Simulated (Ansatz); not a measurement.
Input for Ansatz (a quantum-chemistry and plane-wave program): R-SVWN5/def2-TZVPP on H3O3Ta (SMILES [OH][Ta]([OH])[OH]), 2S+1 = 1, a spin state set in the input, which need not be the lowest. Elements past Kr take the def2 small-core potentials; no spin–orbit coupling.

Ansatz 0.2 input:
```yaml
crystal:
  periodic: [false, false, false]
  atoms:
    - {symbol: Ta, position_ang: [-0.01440946, -0.01078924, -0.02158548]}
    - {symbol: O, position_ang: [-1.51723912, -1.08710031, -0.31320366]}
    - {symbol: H, position_ang: [-2.02830696, -1.87966265, -0.15747999]}
    - {symbol: O, position_ang: [0.14423784, 1.63294803, -0.90189514]}
    - {symbol: H, position_ang: [-0.18093576, 2.30126845, -1.50286789]}
    - {symbol: O, position_ang: [1.32937103, -0.57818088, 1.15067546]}
    - {symbol: H, position_ang: [2.16537451, -0.45418693, 1.59706845]}
basis:
  gaussian:
    orbitals: def2-TZVPP
hamiltonian:
  xc: {name: SVWN5}
```

The head of its log:

```
WARN ansatz: RAYON_NUM_THREADS=4 ignored (pool sized by the plan → 4); use --threads N
Functional definition: SVWN5
integrals: 0.08 GiB planned
967 factors; their error is unknown
mean field: 0.68 GiB planned
mean field evaluation 1: about -7683.0316 eV, gradient 1.1e2 eV
mean field evaluation 2: about -7524.6524 eV, gradient 2.9e2 eV
```

Q: What total energy does the run end on?

A: -283.0199 hartree.
